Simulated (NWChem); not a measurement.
System: CuPH4S; SMILES [PH3]->[Cu][SH]

Input file for NWChem:

```
start job
memory heap 200 mb stack 900 mb global 1100 mb
geometry units angstroms noautoz
  Cu     0.044506     0.081982    -0.012152
  S      0.101638     2.230552     0.010902
  H     -1.262828     2.303874     0.005534
  P      0.032275    -2.085485    -0.011901
  H     -0.979413    -2.790267     0.719233
  H      1.160076    -2.794756     0.516059
  H     -0.086930    -2.834753    -1.229913
end
basis spherical
  * library cc-pvtz
end
dft
  xc xpbe96 cpbe96
  iterations 150
  semidirect filesize 400000000
  mulliken
end
task dft energy
```

NWChem printed, in part:

```
             Northwest Computational Chemistry Package (NWChem) 7.3.0
             --------------------------------------------------------

 C1  symmetry detected

                             Geometry "geometry" -> ""
                             -------------------------

 Output coordinates in angstroms (scale by  1.889725989 to convert to a.u.)

  No.       Tag          Charge          X              Y              Z
 ---- ---------------- ---------- -------------- -------------- --------------
    1 Cu                  29.0000     0.00916226     0.07156576    -0.00714777
    2 S                   16.0000     0.05330268     2.22053020     0.00518331
    3 H                    1.0000    -1.31159498     2.28553492     0.00626595
    4 P                   15.0000     0.01015226    -2.09590843     0.00369339
    5 H                    1.0000    -0.99358041    -2.80324092     0.74328022
    6 H                    1.0000     1.14486236    -2.79572603     0.52946002
    7 H                    1.0000    -0.11051924    -2.85183155    -1.21005461

 Effective nuclear repulsion energy (a.u.)     300.9242422787

  pbe96 is a nonlocal functional; adding pw91lda local functional.

                                 NWChem DFT Module
                                 -----------------

 Summary of "ao basis" -> "ao basis" (spherical)
 ------------------------------------------------------------------------------
       Tag                 Description            Shells   Functions and Types
 ---------------- ------------------------------  ------  ---------------------
 Cu                         cc-pvtz                 20       68   7s6p4d2f1g
 S                          cc-pvtz                 12       34   5s4p2d1f
 H                          cc-pvtz                  6       14   3s2p1d
 P                          cc-pvtz                 12       34   5s4p2d1f

            General Information
            -------------------
          SCF calculation type: DFT
          Wavefunction type:  closed shell.
          No. of atoms     :     7
          No. of electrons :    64
           Alpha electrons :    32
            Beta electrons :    32
          Charge           :     0
          Spin multiplicity:     1
          Use of symmetry is: off; symmetry adaption is: off
          Maximum number of iterations: 150
          AO basis - number of functions:   192
                     number of shells:    68
          Convergence on energy requested:  1.00D-06
          Convergence on density requested:  1.00D-05
          Convergence on gradient requested:  5.00D-04

              XC Information
              --------------
          PerdewBurkeErnzerhof Exchange Functional  1.000
            Perdew 1991 LDA Correlation Functional  1.000 local
           PerdewBurkeErnz. Correlation Functional  1.000 non-local

             Grid Information
             ----------------
          Grid used for XC integration:  medium
          Radial quadrature: Mura-Knowles
          Angular quadrature: Lebedev.
          Tag              B.-S. Rad. Rad. Pts. Rad. Cut. Ang. Pts.
          ---              ---------- --------- --------- ---------
          Cu                  1.35      112          10.0       590
          S                   1.00       88          13.0       590
          H                   0.35       45          13.0       434
          P                   1.00       88          12.0       590
          Grid pruning is: on
          Number of quadrature shells:   468
          Spatial weights used:  Erf1

      Superposition of Atomic Density Guess
      -------------------------------------

 Sum of atomic energies:       -2379.10300095

      Non-variational initial energy
      ------------------------------

 Total energy =   -2379.618786
 1-e energy   =   -3906.385019
 2-e energy   =    1225.841990
 HOMO         =      -0.326963
 LUMO         =      -0.012739

------------------------------------------------------------
EAF file 0: "./job.aoints.0" size=375914496 bytes
------------------------------------------------------------
               write      read    awrite     aread      wait
               -----      ----    ------     -----      ----
     calls:      717         0         0         0         0
   data(b): 3.76e+08  0.00e+00  0.00e+00  0.00e+00
   time(s): 0.00e+00  0.00e+00  0.00e+00  0.00e+00  0.00e+00
rate(mb/s): 0.00e+00  0.00e+00
------------------------------------------------------------

     ---------------------------------------------
      Total Density - Mulliken Population Analysis
     ---------------------------------------------

    Atom       Charge   Shell Charges
 -----------   ------   -------------------------------------------------------
    1 Cu  29    29.00   2.00  2.00  2.00  0.60  0.13  0.03  0.08  6.00  6.00 -0.35  0.51  0.02  0.03  9.61  0.01  0.01  0.32  0.00  0.00  0.00
    2 S   16    16.74   2.00  1.89  1.14  0.18  0.64  5.81  2.66  0.86  1.51  0.03  0.01  0.00
    3 H    1     0.76   0.19  0.39  0.14  0.01  0.03  0.00
    4 P   15    14.89   2.00  1.91  0.97  0.15  0.49  5.74  1.94  0.55  1.03  0.06  0.04  0.01
    5 H    1     0.87   0.20  0.45  0.20  0.00  0.02  0.00
    6 H    1     0.87   0.20  0.45  0.19  0.00  0.02  0.00
    7 H    1     0.87   0.20  0.45  0.19  0.00  0.02  0.00

[...]
```

Level: PBE/cc-pVTZ. The geometry was optimised at PBE-D3(BJ)/def2-SVP.
